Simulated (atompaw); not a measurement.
**Pt (Z = 78): PAW (atompaw) pseudisation with LDA (PW92), scalar-relativistic reference atom.**

atompaw 4.2.0.5 input, output lines left out:

```
Pt 78
LDA-PW scalarrelativistic loggrid 2001 logderivrange -3 5 201
6 6 5 4 0 0
6 0 0.5
6 1 0
5 2 9
0 0 0
c
c
c
c
c
v
c
c
c
c
v
c
c
v
c
2
2.65 2.00 2.35 2.40
y
2.05
n
y
1.25
n
y
0.9
n
custom rrkj gramschmidtortho sinc
bessel
2.65
1.90
2.65
2.65
2.65
2.65
```

Poles of the logarithmic derivatives, all-electron (AE) and pseudo (PS). s: poles at 1.1 (AE) and 1.1, 3.0 (PS) Ry. p: poles at 2.8 (AE) and 2.7 (PS) Ry. d: poles at -0.4 (AE) and -0.4 (PS) Ry. Test radius 2.66 bohr.

* Cutoffs needed: 15 Ry and 25 Ry (the cutoffs (Ry, on a coarse ladder) from which the occupation-weighted sum of valence levels, in a spherical-Bessel basis at the reference potential, stays within 10 and 1 mRy of its value at 400 Ry)
* Ghost test: no extra level below or beside the all-electron valence levels (s, p, d, f tested) (spherical-Bessel basis up to 400 Ry, 20 bohr box)
* Lowest eigenvalue of the overlap operator: 0.18 (s channel)
* Overlap eigenvalues printed by atompaw (projector basis): 0.391, 0.406, 2.17, 2.9, 5.71, 115
* Share of each valence orbital outside the PAW sphere: 6s 49 %, 6p 82 %, 5d 10 %
